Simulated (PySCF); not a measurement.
# Telling isomers of C₂H₉NOSi₃ apart by NMR

- coordinates at the GFN2-xTB level
- shielding tensors at PBE0/pcSseg-1 (GIAO)
- program: PySCF
- gas phase, one computed conformer, rapidly exchanging positions averaged, relativity neglected

δ = σ(ref) − σ, references computed at the same level: 1H, 13C vs TMS. Where no couplings were computed, multiplicities follow the n + 1 count of equivalent neighbours, and m marks all less simple cases (inequivalent or close neighbours, rings, F or P nearby). Shifts are as computed. Against solution values, carbons near 30 ppm lie about +3 ppm off and those near 130 ppm about +5 ppm. Of 1309 compounds with measured shifts, 239 miss one by over three times the rms of a fit or turn the order of signals round; such compounds aren't used in these exercises. OH and NH positions are gas-phase values without hydrogen bonding to other molecules.

(1) Tabulate the signals of `N#CCO[SiH]([SiH3])[SiH3]`, `[SiH3]O[Si@@H]1C=C[SiH2]N1`, `C#C[Si@H]([SiH3])O[SiH2]N` and their relative energies.

(2) What is the quickest way to tell N#CCO[SiH]([SiH3])[SiH3] from [SiH3]O[Si@@H]1C=C[SiH2]N1?

(3) What is the quickest way to tell N#CCO[SiH]([SiH3])[SiH3] from C#C[Si@H]([SiH3])O[SiH2]N?

(4) What is the quickest way to tell [SiH3]O[Si@@H]1C=C[SiH2]N1 from C#C[Si@H]([SiH3])O[SiH2]N?

Answers

(1) 
| SMILES | carbon types | δC | δH | E rel. (kcal/mol) |
| --- | --- | --- | --- | --- |
| N#CCO[SiH]([SiH3])[SiH3] | 1×C 1×CH2 | 121.0, 54.2 | 5.90 (sept, 1H), 4.11 (s, 2H), 3.60 (d, 6H) | 84.7 |
| [SiH3]O[Si@@H]1C=C[SiH2]N1 | 2×CH | 157.9, 156.5 | 7.46 (m, 1H), 7.38 (m, 1H), 5.35 (m, 1H), 5.30 (m, 1H), 5.15 (m, 1H), 5.14 (s, 3H), 0.32 (br s, 1H) | 0.0 |
| C#C[Si@H]([SiH3])O[SiH2]N | 1×C 1×CH | 104.6, 92.4 | 5.81 (m, 1H), 5.50 (d, 1H), 5.13 (d, 1H), 3.45 (d, 3H), 2.22 (d, 1H), 0.42 (br s, 2H) | 50.2 |

Energies are electronic energies at PBE0/pcSseg-1 on these geometries, without zero-point or thermal terms, each for the one conformer computed, which needn't be the lowest.

(2) Both give the same number of carbon signals, but DEPT or the intensities differ. The first has a nitrile carbon (C) at 121.0 ppm, the second an alkene CH at 157.9 ppm. In the proton spectra the most deshielded non-exchanging signals are 5.90 (sept, 1H) and 7.46 (m, 1H).

(3) Both give the same number of carbon signals, but DEPT or the intensities differ. The first has an sp3 CH2 bonded to O, α to a nitrile at 54.2 ppm, the second a terminal alkyne carbon (CH) at 104.6 ppm. Their most deshielded carbons lie at 121.0 and 104.6 ppm.

(4) Both give the same number of carbon signals, but DEPT or the intensities differ. The first has an alkene CH at 157.9 ppm, the second an alkyne carbon (C) at 92.4 ppm. Their most deshielded carbons lie at 157.9 and 104.6 ppm. In the proton spectra the most deshielded non-exchanging signals are 7.46 (m, 1H) and 5.81 (m, 1H).
